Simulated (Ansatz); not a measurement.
Basis-set extrapolation for B$_{5}$ (`[B][B][B][B][B]`) radical (PBE0-D4/def2-TZVP geometry, frozen core, Ansatz 0.2.0). Multiplicity 2, UHF reference.

|  | def2-TZVPP | def2-QZVPP |
| --- | --- | --- |
| HF | -123.112171 | -123.116292 |
| MP2 correlation | -0.299469 | -0.321475 |
| CCSD(T) correlation | -0.386146 | not run |

Energies in hartree. Use E(X) = E(∞) + A·exp(−7.88·√X) for Hartree–Fock and E(X) = E(∞) + B·X^(−2.97) for correlation, with X = 3 and 4, and add CCSD(T) minus MP2 of the smaller set to the MP2 limit.

Problem. What is the CCSD(T) energy at the basis-set limit?

Solution. HF limit: -123.116292 + (-0.004121) × 0.13774 = -123.11686. MP2 limit: -0.321475 + (-0.022006) × 0.74074 = -0.33778. Higher-order term: -0.386146 − (-0.299469) = -0.08668. Total: -123.54132 hartree, 112.9 kJ/mol below CCSD(T)/def2-TZVPP.

The UHF reference is spin-contaminated (⟨S²⟩ = 3.45, T1 = 0.079).
